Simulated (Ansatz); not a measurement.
The same path of AlBrClH3O2 (8 atoms, charge 0, multiplicity 1) was run twice with different band settings.

The calculation used RKS LDA/def2-SVP (Ansatz).

Relaxed end points:

```xyz
8
Properties=species:S:1:pos:R:3
Al -0.094 0.173 0.064
Cl 0.092 -0.302 2.347
O 1.180 -0.481 -0.838
H 2.070 -0.109 -0.923
O -1.712 -0.195 -0.259
H -2.041 -0.420 -1.143
Br 0.263 2.437 0.738
H 0.223 1.126 2.085
```

```xyz
8
Properties=species:S:1:pos:R:3
Al -0.025 0.276 0.079
Cl 0.015 -0.338 2.332
O 1.388 -0.460 -0.506
H 1.763 -0.279 -1.383
O -1.591 0.127 -0.553
H -1.928 -0.699 -0.935
Br 0.216 2.495 0.885
H 0.142 1.107 2.153
```

Common settings: movable images 9; climbing image yes; spring 5.0 eV/Å²; optimiser quadratic models (default); force threshold 0.05 eV/Å; iteration limit 60; end points relaxed.

| run | start path |
| --- | --- |
| 1 | through a guess of the saddle point |
| 2 | straight line |

(1) What does each run give, and how far can it be trusted?

Answers

(1) Run 1: converged after 23 iterations, highest image 0.050 eV above the first end. The profile has 2 maxima (images 3, 7) with wells between them (image 5): this band takes more than one step, which may be the mechanism or a detour left from its start path. A vibrational analysis at the climbing image gives one clearly imaginary mode, 167i cm⁻¹: a first-order saddle point. Another band between the same ends, with other settings, climbed to 0.008 eV only, so this may not be the lowest route.
Run 2: converged after 9 iterations, highest image 0.008 eV above the first end. The top lies less than 8 meV above the higher end, about what the thresholds resolve: that end is a shoulder or a very shallow well. The order of the point at the top wasn't checked.
